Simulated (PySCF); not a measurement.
This PySCF input asks for the NMR shieldings of `C=[CH][AlH][N]([SiH3])C(C)C`, C5H14AlNSi; the geometry comes from GFN2-xTB.

```python
import basis_set_exchange as bse
import numpy as np
from pyscf import gto, dft
from pyscf.prop import nmr

atoms = """
C     3.537980    0.270659   -1.622190
C     2.479643   -0.466391   -1.283821
Al    1.184787    0.410488   -0.069701
N    -0.237116   -0.414369    0.706228
Si   -0.195711   -1.404501    2.128490
C    -1.543889   -0.111508    0.129737
C    -1.371013    0.136715   -1.363331
C    -2.161271    1.114755    0.799306
H     4.346382   -0.075654   -2.254647
H     3.631957    1.290678   -1.268375
H     2.439662   -1.486909   -1.669834
H     1.438762    1.899761    0.266906
H    -0.828683   -0.766115    3.292728
H    -0.915649   -2.656990    1.859918
H     1.236645   -1.615947    2.367305
H    -2.218411   -0.967811    0.272022
H    -0.920787   -0.735489   -1.836529
H    -2.317597    0.363834   -1.849344
H    -0.689141    0.985534   -1.499326
H    -2.307984    0.928191    1.859759
H    -3.119759    1.363089    0.347953
H    -1.479219    1.957367    0.685897
"""
names = dict.fromkeys(["C", "Al", "N", "Si", "H"], "pcSseg-1")
basis = {el: gto.basis.parse(bse.get_basis(n, elements=[el], fmt="nwchem")) for el, n in names.items()}
mol = gto.M(atom=atoms, basis=basis, charge=0, verbose=0)
mf = dft.RKS(mol, xc="PBE0")
mf.grids.level = 2
mf.grids.alignment = dft.numint.BLKSIZE   # the property module wants whole blocks of grid points
mf.conv_tol = 1e-9
mf.kernel()

calc = nmr.RKS(mf)   # GIAO
C = mf.mo_coeff
Co = C[:, mf.mo_occ > 0]
resp = mf.gen_response(singlet=True, hermi=2)
def vind(x):   # induced exchange potential for any number of trial vectors
    d = np.einsum("pi,xij,qj->xpq", C, 2 * x.reshape(-1, C.shape[1], Co.shape[1]), Co, optimize=True)
    return np.einsum("xpq,pi,qj->xij", resp(d - d.transpose(0, 2, 1)), C, Co, optimize=True).ravel()
mo1, _ = nmr.rhf.solve_mo1(calc, with_cphf=vind)
sigma = calc.kernel(mo1)
for i, s in enumerate(sigma):   # ppm
    w = np.linalg.eigvalsh((s + s.T) / 2)
    print("%2d %-2s iso %8.1f  s11 %8.1f  s22 %8.1f  s33 %8.1f" % (i, mol.atom_pure_symbol(i), w.mean(), *w))
```

Problem. What does it print?

Solution. 
```
 0 C  iso     31.9  s11   -105.3  s22     34.6  s33    166.4
 1 C  iso     29.7  s11    -92.1  s22      4.5  s33    176.7
 2 Al iso    351.7  s11    339.4  s22    356.0  s33    359.8
 3 N  iso    211.0  s11    184.0  s22    200.9  s33    248.1
 4 Si iso    413.2  s11    354.3  s22    404.3  s33    481.1
 5 C  iso    131.9  s11    112.3  s22    123.9  s33    159.6
 6 C  iso    149.8  s11    129.3  s22    139.6  s33    180.5
 7 C  iso    158.8  s11    139.5  s22    154.3  s33    182.6
 8 H  iso     24.5  s11     21.2  s22     24.4  s33     28.0
 9 H  iso     25.1  s11     20.9  s22     24.7  s33     29.6
10 H  iso     24.6  s11     20.7  s22     25.3  s33     27.9
11 H  iso     26.6  s11     23.1  s22     25.3  s33     31.2
12 H  iso     26.9  s11     22.8  s22     25.4  s33     32.5
13 H  iso     27.0  s11     23.1  s22     25.3  s33     32.7
14 H  iso     27.1  s11     23.4  s22     25.9  s33     32.1
15 H  iso     28.7  s11     25.8  s22     27.4  s33     33.0
16 H  iso     29.6  s11     26.5  s22     27.9  s33     34.3
17 H  iso     29.9  s11     25.5  s22     27.2  s33     36.9
18 H  iso     31.2  s11     28.4  s22     30.6  s33     34.5
19 H  iso     29.8  s11     25.3  s22     28.9  s33     35.2
20 H  iso     30.6  s11     26.4  s22     27.9  s33     37.4
21 H  iso     30.4  s11     27.3  s22     29.6  s33     34.5
```

These numbers come from an equivalent density-fitted implementation of the same equations, which agrees with the script to about 0.01 ppm for H and up to a few tenths of a ppm for heavy atoms, so last digits may differ.

Size and cost of the density-fitted run: 220 basis functions, 2.3 min wall time (110 s CPU) on 1 thread of an AMD EPYC, shared host; peak memory 1.1 GiB.
